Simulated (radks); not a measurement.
Rb, configuration [Kr] 5s1. Method: scalar-relativistic Kohn-Sham, PBEsol, spin-polarised, spherical densities, point nucleus; open shells are filled with parallel spins first (spin-orbit coupling, left out, can overturn this in heavy ions); computed with a radial shooting solver on a logarithmic mesh with Libxc functionals.

Unscreened Slater integrals over Kohn-Sham orbitals (hartree). They are taken over the spin-up orbitals. Empty in this configuration: 5p.

integral       value
F0(5s,5s)    0.17589
F0(5s,4p)    0.22445
G1(5s,4p)   0.013960
F0(5s,4s)    0.22715
G0(5s,4s)  0.0074201
F0(5s,3d)    0.23647
G2(5s,3d)  0.0035078
F0(5s,5p)    0.14355
G1(5s,5p)   0.084106
F0(4p,4p)    0.52260
F2(4p,4p)    0.27123
F0(4p,4s)    0.56446
G1(4p,4s)    0.37380
F0(4p,3d)    0.68562
F2(4p,3d)    0.14136
G1(4p,3d)   0.045766
G3(4p,3d)   0.042795
F0(4p,5p)    0.16370
F2(4p,5p)   0.023864
G0(4p,5p)  0.0048791
G2(4p,5p)  0.0058419
F0(4s,4s)    0.61892
F0(4s,3d)    0.79230
G2(4s,3d)   0.065136
F0(4s,5p)    0.16502
G1(4s,5p)  0.0072735
F0(3d,3d)     1.7418
F2(3d,3d)    0.84136
F4(3d,3d)    0.53090
F0(3d,5p)    0.16946
F2(3d,5p)  0.0064376
G1(3d,5p)  0.0016903
G3(3d,5p)  0.0016176
F0(5p,5p)    0.12543
F2(5p,5p)   0.066236
